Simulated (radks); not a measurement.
Question: Species: neutral indium. Configuration: [Kr] 4d10 5s2 5p0.75 6s0.25 (fractional occupations, a model configuration). Method: scalar-relativistic Kohn-Sham, PBE, spin-polarised, spherical densities, finite nucleus; open shells are filled with parallel spins first (spin-orbit coupling, left out, can overturn this in heavy ions); Fermi nuclear charge, rms radius 4.6156 fm; computed with a radial shooting solver on a logarithmic mesh with Libxc functionals. Some entries of the table are withheld. Estimate them.

| orbital | occ. | eigenvalue (hartree) | <1/r> (bohr^-1) | <r^2> (bohr^2) |
|---|---|---|---|---|
| 1s up | 1 | -1019.927 | 51.85 | 0.001195 |
| 1s down | 1 | -1019.926 | 51.85 | 0.001195 |
| 2s up | 1 | -152.7411 | 11.82 | 0.01947 |
| 2s down | 1 | -152.7411 | 11.82 | 0.01947 |
| 2p up | 3 | -137.1003 | 11.38 | 0.01536 |
| 2p down | 3 | -137.1002 | 11.38 | 0.01536 |
| 3s up | 1 | -29.00928 | 4.182 | 0.1390 |
| 3s down | 1 | -29.00905 | 4.182 | 0.1390 |
| 3p up | 3 | -23.88662 | 3.982 | 0.1399 |
| 3p down | 3 | -23.88635 | 3.982 | 0.1399 |
| 3d up | 5 | -15.93315 | 3.753 | 0.1250 |
| 3d down | 5 | -15.93294 | 3.753 | 0.1250 |
| 4s up | 1 | -4.42856 | 1.633 | 0.8144 |
| 4s down | 1 | -4.42813 | 1.633 | 0.8143 |
| 4p up | 3 | -2.90275 | 1.476 | 0.9729 |
| 4p down | 3 | -2.90222 | 1.476 | 0.9723 |
| 4d up | 5 | -0.71675 | 1.136 | (1) |
| 4d down | 5 | -0.71442 | 1.138 | (2) |
| 5s up | 1 | -0.33686 | 0.4956 | 7.696 |
| 5s down | 1 | -0.31934 | 0.5000 | 7.597 |
| 5p up | 0.75 | -0.12293 | 0.3545 | 15.35 |
| 5p down | 0 | -0.10225 | 0.3574 | 15.05 |
| 6s up | 0.25 | -0.03213 | 0.1364 | 97.55 |

Answer: 
(1) 4d up <r^2> (bohr^2): 1.687
(2) 4d down <r^2> (bohr^2): 1.672
